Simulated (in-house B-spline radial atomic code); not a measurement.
The numbers below are computed, except where a source is named.
**He in an electron gas of r_s = 2.2: phase shifts, screening, friction and resistivity**

A nucleus sits in a uniform electron gas with a rigid positive background. The Kohn-Sham equations are solved self-consistently in the spin-unpolarised LDA (PW92), non-relativistic, on B-splines with outgoing waves at the boundary and partial waves to l = 8. The model has no lattice, no bands and no magnetic solution. Atomic units; δ_l are the phase shifts at the Fermi level, counted so that each bound state adds π, and good to about 0.0005.

The density parameter is r_s = 2.2 bohr, near that of the valence electrons of Ga (3 per atom, density 5.91 g/cm³, mass 69.72 u, which gives r_s = 2.19).

```tsv
l	δ_l (rad)
0	2.0746
1	0.2659
2	0.0427
3	0.0061
4	0.0010
5	0.0001
6	0.0000
7	-0.0001
8	-0.0001
```

Bound levels below the band bottom (hartree): s -0.362.

(1) Check the Friedel sum rule, and say where the screening charge sits.

(2) Find the transport cross section and the electronic stopping of a 0.5 keV He ion (mass 4.0 u).

(3) What residual resistivity would 1 atomic per cent of such centres give in Ga?

(4) On a substitutional site the background of one host ion, a sphere holding 3 charges, is taken out. The phase shifts for l = 0 to 4 become 1.4761, -0.4935, -0.2039, -0.0577, -0.0124. What follows?

## Answers

(1) k_F = (9π/4)^(1/3)/r_s = 0.87234. The rule is Z = (2/π) Σ (2l + 1) δ_l. The terms are s 1.321, p 0.508, d 0.136, f 0.027 and 0.004 beyond, in all 1.996 against Z = 2. Bound states hold 2 s, 0 p, 0 d electrons, so the scattering states carry 0.00 in all; where a term is smaller than its bound count, the bound level has drawn weight out of the band.

(2) σ_tr = (4π/k_F²) Σ (l + 1) sin²(δ_l − δ_(l+1)). The terms for l = 0 to 3 are 0.9445, 0.0980, 0.0040, 0.0001, all together 1.0466, so σ_tr = 16.513 × 1.0466 = 17.282 bohr². With n = 3/(4π r_s³) = 0.02242, the friction coefficient is Q = n k_F σ_tr = 0.3380. For v well below v_F = 0.872, dE/dx = Q v; with 24801 eV per u at v = 1, v = √(500/(24801 × 4.0)) = 0.0710, so dE/dx = 0.02400 hartree/bohr = 12.3 eV/nm. The largest term couples the s and p waves.

(3) Δρ = k_F n_i σ_tr/n in atomic units of 21.74 μΩ·cm. With one host atom per 3 electrons, n_i/n = 0.01/3, so Δρ = 0.8723 × 0.00333 × 17.282 × 21.74 = 1.09 μΩ·cm. This is an atom added to the gas, as on an interstitial site.

(4) The Friedel sum is now -1.00, for Z − 3 = -1. The sum in σ_tr is 1.0847, so σ_tr = 17.91 bohr² and Δρ = 1.13 μΩ·cm per atomic per cent, 1.04 times the value above. A real host ion scatters too, so this model doesn't give zero even for the host's own atom.
